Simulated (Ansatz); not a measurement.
Abstraction of H: GeH(OH)3 + Si(CH3)F2 → Ge(OH)3 + SiH(CH3)F2

Species: GeH(OH)3, singlet; Si(CH3)F2, doublet; Ge(OH)3, doublet; SiH(CH3)F2, singlet. A radical takes H: the energy is the difference in strength between the Ge–H bond broken and the Si–H bond made.

Shapes, held fixed at every level: PBE0-D4/def2-TZVP. Flexible molecules stand in one conformer, not always the lowest. Programs: Ansatz 0.2.0. The zero-point and thermal change to 298 K, harmonic and unscaled (PBE0-D4/def2-TZVP), is +0.6 kJ/mol.

```csv
level,kind,ΔH(298 K) (kJ/mol),less CCSD(T)/def2-TZVPP,CPU time (sum over the molecules)
MP2/def2-SVP,perturbation theory,-37.2,+7.5,–
MP2/def2-TZVPP,perturbation theory,-42.3,+2.4,–
PBE-D4/def2-TZVPP,GGA,-54.1,-9.4,17 s
r2SCAN-D4/def2-TZVPP,meta-GGA,-50.8,-6.1,31 s
B3LYP-D4/def2-TZVPP,global hybrid,-56.9,-12.2,25 s
r2SCAN0-D4/def2-TZVPP,global hybrid,-46.2,-1.5,30 s
B2PLYP/def2-TZVPP,double hybrid,-52.1,-7.4,31 s
CCSD(T)/def2-TZVPP,coupled cluster or CI,-44.7,0.0,11 min
```

The highest level, CCSD(T)/def2-TZVPP, gives ΔH(298 K) = -44.7 kJ/mol; the levels span -56.9 to -37.2. The column of differences is taken from that level and isn't an error. No measured value is set beside it here. Open shells run unrestricted. Relativity is left out for Ge. Outer-core shells of Ge are correlated, in sets that cover them unevenly. Times are processor times on shared x86 and Arm servers, and rough.
